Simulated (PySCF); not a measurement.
Partial charges of `N#CC(/C=C\F)=C/[SiH3]`

C5H6FNSi.
Geometry (GFN2-xTB, Å), atoms numbered from 1 in this order:
```xyz
14
C5H6FNSi angstrom
N     -2.6951   -1.8852    0.1463
C     -1.7676   -1.2142    0.0916
C     -0.5594   -0.4674    0.0428
C     -0.6270    0.9722   -0.1325
C     -1.7280    1.6978   -0.3067
F     -2.9598    1.1851   -0.3488
C      0.5974   -1.1495    0.1676
Si     2.3377   -0.4262    0.1473
H      0.3177    1.4933   -0.1197
H     -1.7370    2.7709   -0.4350
H      0.5109   -2.2226    0.2919
H      2.5617    0.2703   -1.1224
H      3.2717   -1.5393    0.2930
H      2.4761    0.5145    1.2625
```

Density: PBE0/pcSseg-1 (PySCF); schemes: Mulliken, IAO, Hirshfeld and ESP-fitted. Geometry: GFN2-xTB, one conformer, isolated molecule.

Q: At which atom do the 4 schemes differ most?

A: At C2: from +0.071 (Hirshfeld) to +0.431 e (ESP-fitted), 0.360 e apart.

Q: Which atoms carry the lowest charge in the Mulliken, IAO, Hirshfeld and ESP-fitted schemes?

A: The schemes don't all agree: Mulliken C7 (-0.277); IAO C7 (-0.397); Hirshfeld N1 (-0.213); ESP-fitted N1 (-0.467).

Q: For which atoms does the sign change between the 4 schemes (beyond +0.03 e in one, beyond −0.03 e in another)?

A: For none.

Q: Tabulate the Mulliken, IAO, Hirshfeld and ESP-fitted charges.

A: In e:

| atom | environment | Mulliken | IAO | Hirshfeld | ESP-fitted |
| --- | --- | --- | --- | --- | --- |
| N1 | nitrile nitrogen | -0.231 | -0.228 | -0.213 | -0.467 |
| C2 | nitrile carbon | +0.146 | +0.138 | +0.071 | +0.431 |
| C3 | fully substituted alkene carbon | -0.207 | -0.011 | +0.017 | +0.015 |
| C4 | alkene CH carbon | -0.204 | -0.214 | -0.071 | -0.250 |
| C5 | vinylic C–F carbon | +0.320 | +0.169 | +0.068 | +0.043 |
| F6 | vinyl fluorine | -0.248 | -0.242 | -0.056 | -0.097 |
| C7 | alkene CH carbon | -0.277 | -0.397 | -0.114 | -0.334 |
| Si8 | SiH3 silicon | +0.513 | +0.593 | +0.322 | +0.420 |
| H9 | vinylic hydrogen | +0.138 | +0.170 | +0.058 | +0.163 |
| H10 | vinylic hydrogen | +0.115 | +0.168 | +0.070 | +0.154 |
| H11 | vinylic hydrogen | +0.134 | +0.176 | +0.055 | +0.177 |
| H12 | Si–H hydrogen | -0.063 | -0.111 | -0.070 | -0.088 |
| H13 | Si–H hydrogen | -0.071 | -0.101 | -0.066 | -0.080 |
| H14 | Si–H hydrogen | -0.063 | -0.111 | -0.070 | -0.088 |

Mean size of the charges over all atoms: IAO 0.202 e, ESP-fitted 0.201 e, Mulliken 0.195 e, Hirshfeld 0.094 e. Each set sums to the total charge, 0, to within 0.001 e. The IAO scheme counts the electrons in orthogonalised intrinsic atomic orbitals, a minimal basis polarised so that it spans the occupied orbitals exactly.

Q: How many electrons does the Mulliken scheme count on C5?

A: Z − q = 6 − (+0.320) = 5.680.

Q: Sum the charges by element, for elements with more than one atom.

A: 
```
element  atoms  Mulliken     IAO  Hirshfeld  ESP-fitted
      C      5    -0.223  -0.316     -0.030      -0.096
      H      6    +0.189  +0.192     -0.023      +0.239
```

Q: How closely do the schemes follow one another over all atoms?

A: Correlation coefficient and root-mean-square difference: Mulliken with IAO 0.94, 0.082 e; IAO with Hirshfeld 0.94, 0.138 e; Hirshfeld with ESP-fitted 0.89, 0.151 e; Mulliken with Hirshfeld 0.88, 0.134 e; IAO with ESP-fitted 0.87, 0.124 e; Mulliken with ESP-fitted 0.81, 0.148 e.
